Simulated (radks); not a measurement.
Task: The mean radii <r> (bohr) of the occupied orbitals of an atom or ion are listed with their occupations. Calculated with a radial shooting solver on a logarithmic mesh with Libxc functionals: non-relativistic Kohn-Sham, LDA (Slater exchange, Perdew-Wang correlation), spin-unpolarised, spherical densities, point nucleus.

| orbital | occ. | <r> |
|---|---|---|
| 1s | 2 | 0.04782 |
| 2s | 2 | 0.2053 |
| 2p | 4 | 0.1760 |

Name the element and its charge.

Result: Z = 32, germanium, charge +24: Ge24+ in [He] 2s2 2p4. The 1s radius gives Z: for a bare nucleus <r> = 1.5/Z, 0.04688 bohr for Z = 32, and screening makes it slightly larger (0.04782 here). The occupations add up to 8, and the charge is Z minus that.
